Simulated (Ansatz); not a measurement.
Computed with Ansatz.

A structure relaxed at PBE0-D4/def2-TZVP, charge 0, multiplicity 1:

```tsv
atom	x (Å)	y (Å)	z (Å)
C1	-0.996	0.557	-1.020
N2	-0.769	-0.255	0.173
Sn3	1.077	-0.528	0.829
F4	2.136	-1.279	-0.546
F5	1.102	-1.705	2.308
F6	2.063	0.993	1.394
H7	-0.874	1.634	-0.864
H8	-0.314	0.245	-1.812
H9	-2.011	0.374	-1.381
H10	-1.415	-0.036	0.920
```

Give its formula and SMILES.

CH4F3NSn, `C[NH][Sn]([F])([F])[F]`.

Summarise the bond lengths by kind.

1 × C–N 1.460 Å; 3 × C–H 1.091 to 1.095 Å; 1 × N–Sn 1.978 Å; 1 × H–N 1.011 Å; 3 × F–Sn 1.891 to 1.899 Å.
